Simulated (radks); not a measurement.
Results of a calculation; reference values are marked as such.
All-electron atom: Ag2+ in [Kr] 4d9. Code: a radial shooting solver on a logarithmic mesh with Libxc functionals. Model: scalar-relativistic Kohn-Sham, LDA (Slater exchange, Perdew-Zunger correlation), spin-polarised, spherical densities, finite nucleus; open shells are filled with parallel spins first (spin-orbit coupling, left out, can overturn this in heavy ions); Fermi nuclear charge, rms radius 4.5454 fm.

Local quantities along the radius. ELF = 1/(1 + alpha^2) is the electron localisation function; alpha = (tau - tau_W)/tau_unif compares the Pauli kinetic energy density with that of the uniform gas (summed over spins); s = |grad rho|/(2 (3 pi^2)^(1/3) rho^(4/3)) is the reduced gradient; 4 pi r^2 rho is in e/bohr. tau is taken from the large components.

| r (bohr) | ELF | alpha | s | 4 pi r^2 rho |
|---|---|---|---|---|
| 0.001588 | 0.999 | 0.02274 | 0.6180 | 2.804 |
| 0.002068 | 0.999 | 0.02342 | 0.5685 | 4.401 |
| 0.002693 | 0.999 | 0.02479 | 0.5339 | 6.813 |
| 0.003507 | 0.999 | 0.02712 | 0.5120 | 10.36 |
| 0.004603 | 0.999 | 0.03103 | 0.5011 | 15.58 |
| 0.005994 | 0.999 | 0.03715 | 0.5015 | 22.45 |
| 0.007805 | 0.998 | 0.04726 | 0.5130 | 31.11 |
| 0.01016 | 0.996 | 0.06484 | 0.5368 | 41.00 |
| 0.01323 | 0.991 | 0.09769 | 0.5748 | 50.67 |
| 0.01737 | 0.973 | 0.1676 | 0.6300 | 57.97 |
| 0.02262 | 0.907 | 0.3195 | 0.6932 | 60.11 |
| 0.02945 | 0.698 | 0.6579 | 0.7335 | 57.04 |
| 0.03835 | 0.400 | 1.225 | 0.6633 | 52.43 |
| 0.04994 | 0.320 | 1.458 | 0.4424 | 53.06 |
| 0.06555 | 0.510 | 0.9795 | 0.2888 | 62.97 |
| 0.08535 | 0.726 | 0.6142 | 0.3307 | 74.32 |
| 0.1111 | 0.737 | 0.5969 | 0.4610 | 73.59 |
| 0.1447 | 0.483 | 1.035 | 0.5433 | 59.58 |
| 0.1899 | 0.309 | 1.495 | 0.3441 | 50.90 |
| 0.2473 | 0.567 | 0.8734 | 0.2184 | 57.93 |
| 0.3221 | 0.767 | 0.5516 | 0.3735 | 58.93 |
| 0.4194 | 0.655 | 0.7264 | 0.6446 | 39.34 |
| 0.5461 | 0.215 | 1.909 | 0.6879 | 19.96 |
| 0.7168 | 0.404 | 1.214 | 0.2323 | 17.36 |
| 0.9333 | 0.753 | 0.5722 | 0.3573 | 18.45 |
| 1.215 | 0.700 | 0.6545 | 0.6155 | 13.07 |
| 1.582 | 0.459 | 1.086 | 0.9468 | 6.249 |
| 2.061 | 0.191 | 2.056 | 1.481 | 2.197 |
| 2.705 | 0.047 | 4.527 | 2.682 | 0.5298 |
| 3.522 | 0.006 | 13.06 | 5.843 | 0.08158 |
| 4.586 | 0.000 | 60.14 | 16.32 | 0.006277 |

On this mesh the ELF has minima near r = 0.050, 0.19, 0.63 bohr, which separate the shells, and maxima near 0.098 (0.76), 0.32 (0.77), 1.1 (0.76).
